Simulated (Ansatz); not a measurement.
Consider the cleavage of the Ge–Si bond: `[NH2][GeH2][Si](N)(O)O` + NH₃ → `[NH2][GeH2][NH2]` + `N[SiH](O)O`.

Computed with Ansatz on PBE0-D4/def2-TZVP structures; ΔE is electronic, products minus reactants. CBS: MP2 limit from def2 TZ/QZ plus the TZ coupled-cluster correction, frozen cores. This one scheme is used for every species. Functionals use def2-TZVPP. For Ge outer-core shells are correlated without core-valence functions, which leaves a few kJ/mol of doubt a bond. Scalar relativity is left out up to krypton. Each species was taken in one conformer, which may not be the lowest.

`[NH2][GeH2][Si](N)(O)O`:

```xyz
14

N    -1.403   -2.048   -0.059
Ge   -1.254   -0.341    0.645
Si    0.861    0.455   -0.119
N     0.710    2.124   -0.413
O     1.279   -0.386   -1.471
O     2.095    0.154    0.929
H    -2.271   -2.515    0.167
H    -1.293   -2.057   -1.065
H    -2.418    0.603    0.224
H    -1.362   -0.502    2.175
H     1.482    2.661   -0.780
H    -0.176    2.506   -0.702
H     1.707   -1.231   -1.319
H     2.043    0.577    1.788
```

NH₃:

Z-matrix (Å, degrees):
```
N
H 1 1.013
H 1 1.013 2 107.1
H 1 1.013 2 107.1 3 -114.5
```

`[NH2][GeH2][NH2]`:

```xyz
9

N     1.257   -0.169    0.875
Ge   -0.325    0.451    0.189
N    -0.654   -0.667   -1.225
H     1.212   -1.108    1.246
H     1.701    0.437    1.550
H    -0.064    1.939   -0.145
H    -1.572    0.332    1.096
H    -1.582   -0.602   -1.618
H     0.029   -0.614   -1.967
```

`N[SiH](O)O`:

Cartesian coordinates in Å:
```
N 0.120 0.493 1.151
Si -0.160 0.193 -0.513
O -1.360 -0.921 -0.607
O 1.276 -0.239 -1.174
H 0.908 1.056 1.430
H -0.662 0.646 1.768
H -0.631 1.308 -1.356
H -1.304 -1.673 -0.016
H 1.812 -0.864 -0.682
```

CCSD(T)/CBS gives -9.5 kJ/mol.

Task: Another level gave -33.1 kJ/mol. Which?
A. B2PLYP/def2-TZVPP
B. PBE-D4/def2-TZVPP
C. HF/def2-TZVPP
D. PBE0-D4/def2-TZVPP

Result: C. HF/def2-TZVPP -33.1, PBE-D4 8.7, B2PLYP -14.3, PBE0-D4 2.7 kJ/mol.

Largest T1 diagnostic among the species: 0.012.

The D4 term adds +9.2 kJ/mol with B3LYP and +5.6 kJ/mol with PBE0; it sums over pairs of atoms, weighted by their polarisabilities, and B3LYP, whose exchange is more repulsive, gets the larger term. In def2-TZVPP, CCSD(T) changes the Hartree–Fock value by +20.7 kJ/mol (the triples alone add +2.7 kJ/mol) and MP2 by +16.8 kJ/mol. From PBE to PBE0 (25 % exact exchange), in def2-TZVPP and without D4, ΔE moves by −5.8 kJ/mol.

B3LYP here is the variant with VWN-RPA as its local correlation; programs differ in this.
